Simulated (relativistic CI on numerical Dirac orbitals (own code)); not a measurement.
# Ba I: calculation against measurement

Computed by Dirac-Coulomb-Breit CI, separate exchange-only KLI orbitals for each configuration, QED by a radiative potential, valence Slater integrals scaled by 0.85, P86 correlation estimate, and configurations built on the next ion tied to the tabulated ionisation energy (semi-empirical) (own radial code, finite nucleus).

Configurations in the expansion (outside the closed core [Xe]): 6s2, 6s.5d, 6s.6p, 5d.6p, 6s.7p, 6s.6d, 6s.7s, 6s.7d, 6s.8s, 6s.6f, 6s.7f, 5d2, 6p2, 5d.6d, 6s.4f, 6s.8p, 6d2, 5d.7s, 6s.5f, 6s.5g, 6p.6d. Levels of other configurations are missing.

```
Configuration  Term (tabulated)  J  Measured (cm⁻¹)  Computed  Error  Purity (%)
          6s2                1S  0              0.0         0      0          93
        6s.5d                3D  1           9034.0      9291    257         100
        6s.5d                3D  2           9215.5      9395    180          99
        6s.5d                3D  3           9596.5      9585    -11         100
        6s.5d                1D  2          11395.4     11586    191          86
        6s.6p               3P°  0          12266.0     10525  -1741          97
        6s.6p               3P°  1          12636.6     10858  -1778          96
        6s.6p               3P°  2          13514.7     11598  -1917          96
        6s.6p               1P°  1          18060.3     16743  -1317          68
        5d.6p               3F°  2          22064.6     21297   -768          57
        5d.6p               3F°  3          22947.4     21998   -950         100
        5d.6p               1D°  2          23074.4     21961  -1114          57
        5d.6p               3F°  4          23757.0     22563  -1194         100
        5d.6p               3D°  1          24192.0     23625   -567          99
        5d.6p               3D°  2          24531.5     23823   -709          99
        5d.6p               3D°  3          24979.8     24135   -845          99
        6s.7p               1P°  1          32547.0     28983  -3564          58
```

Measured levels from NIST Handbook of Basic Atomic Spectroscopic Data (Sansonetti and Martin, J. Phys. Chem. Ref. Data 34, 1559 (2005)); pairs were made by configuration, J and term (by order where the table uses no LS term), so strongly mixed levels may be paired wrongly.

Mean error by configuration (cm⁻¹): 6s.5d 154; 6s.6p -1688; 5d.6p -878; 6s.7p -3564. Over the excited levels the mean absolute error is 1069 cm⁻¹ (16 of the 17 excited levels that our extract of the source holds in range could be paired, and the others can miss by more), and the median relative error of those above 1,000 cm⁻¹ is 3.8 %.

Transition probabilities of persistent lines. The last column rescales the computed rate by the cube of measured over computed energy:

| λ measured (Å) | Lower | Upper | A tabulated (s⁻¹) | A computed | A rescaled |
| --- | --- | --- | --- | --- | --- |
| 3071.58 air | 6s2 1S_0 | 6s.7p 1P°_1 | 4.10e+07 | 1.27e+07 | 1.80e+07 |
| 5535.48 air | 6s2 1S_0 | 6s.6p 1P°_1 | 1.19e+08 | 1.22e+08 | 1.53e+08 |
| 6498.76 air | 6s.5d 3D_3 | 5d.6p 3D°_3 | 5.40e+07 | 5.17e+07 | 6.11e+07 |
| 6527.31 air | 6s.5d 3D_2 | 5d.6p 3D°_2 | 3.30e+07 | 3.70e+07 | 4.43e+07 |
| 6595.32 air | 6s.5d 3D_1 | 5d.6p 3D°_1 | 3.80e+07 | 4.27e+07 | 5.05e+07 |
| 6693.84 air | 6s.5d 3D_3 | 5d.6p 3D°_2 | 1.46e+07 | 1.15e+07 | 1.33e+07 |
| 7059.94 air | 6s.5d 3D_3 | 5d.6p 3F°_4 | 5.00e+07 | 4.15e+07 | 5.40e+07 |
| 7280.30 air | 6s.5d 3D_2 | 5d.6p 3F°_3 | 3.20e+07 | 3.26e+07 | 4.22e+07 |
| 7672.09 air | 6s.5d 3D_1 | 5d.6p 3F°_2 | 1.50e+07 | 1.49e+07 | 1.90e+07 |
| 8560.00 air | 6s.5d 1D_2 | 5d.6p 1D°_2 | 2.00e+07 | 2.40e+07 | 3.42e+07 |
